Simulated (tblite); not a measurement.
Species: C7H10OSi.
Structure used (GFN2-xTB), in Å, numbered top down from 1:
```xyz
19
C7H10OSi angstrom
C      1.2759    1.1187    2.4362
C      1.2578    0.4371    1.4517
C      1.2338   -0.3479    0.2420
C      0.8248    0.5227   -0.9570
C     -0.7082    0.5037   -1.0594
C     -1.2568    1.1971    0.1538
O     -1.8146    0.6433    1.0600
C     -1.1492   -0.9574   -1.0694
Si    -0.1010   -1.7421    0.3133
H      1.2853    1.7015    3.3079
H      2.2399   -0.7466    0.0842
H      1.2361    0.1006   -1.8766
H      1.2001    1.5438   -0.8515
H     -1.0307    1.0543   -1.9507
H     -1.0956    2.2929    0.1630
H     -2.2212   -1.0326   -0.9028
H     -0.9353   -1.3998   -2.0422
H      0.4901   -3.0147   -0.1233
H     -0.7409   -1.8652    1.6132
```

Method: GFN2-xTB as coded in tblite; computed harmonic values from a numerical Hessian at the method's own geometry, unscaled. The method is semi-empirical: single wavenumbers can be off by several per cent or more. Modes of hydrogen on silicon can be 10 to 20 % off. One conformer, not necessarily the lowest.

Harmonic wavenumbers (cm⁻¹): 42.7, 82.2, 111.9, 159.0, 203.6, 271.0, 328.2, 337.6, 399.5, 451.8, 496.4, 513.3, 562.0, 609.2, 649.4, 666.7, 686.1, 724.8, 778.2, 790.6, 798.9, 845.5, 871.4, 948.7, 964.8, 1025.3, 1047.8, 1090.3, 1106.8, 1137.2, 1176.8, 1198.5, 1250.0, 1266.7, 1303.6, 1318.4, 1371.2, 1468.7, 1483.4, 1779.0, 2222.2, 2283.4, 2357.7, 2761.5, 2914.7, 2934.7, 2961.2, 2975.2, 2993.0, 3026.4, 3398.4.

A = 1817, B = 1445, C = 1220 MHz; mass 138.050 u (most abundant isotopes); point group C1, symmetry number 1.

**Question.** What is the zero-point energy?

**Answer.** ½Σν̃ = 31573 cm⁻¹ = 90.27 kcal/mol.

**Question.** What is S at 500 K and 1 bar for an ideal gas of classical rigid rotors and harmonic oscillators?

**Answer.** Translation 43.27, rotation 30.54, vibration 49.64: S = 123.5 cal/(mol K).

**Question.** And Cp and H(500 K) − H(0)?

**Answer.** Cp = 59.49 cal/(mol K), of which vibrations give 51.54 (their classical limit is 51 R = 101.3); H(500 K) − H(0) = 17.13 kcal/mol without the zero-point energy, 13.15 from vibrations.

**Question.** What must be added to the electronic energy to get the Gibbs energy at 500 K and 1 bar?

**Answer.** ZPE + [H(500 K) − H(0)] − T·S = 90.27 + 17.13 − 61.73 = 45.67 kcal/mol.

**Question.** Which modes carry the vibrational entropy at 500 K?

**Answer.** 42.7 cm⁻¹: 6.15; 82.2 cm⁻¹: 4.86; 111.9 cm⁻¹: 4.25; 159.0 cm⁻¹: 3.56; 203.6 cm⁻¹: 3.08; 271.0 cm⁻¹: 2.53 cal/(mol K); the other 45 give 25.22 together.

Hindered rotation and anharmonicity are outside this model. Other conformers, if any are populated, would add a mixing term that is left out. The structure is chiral; the term R ln 2 for an equal mix with its mirror image is left out.
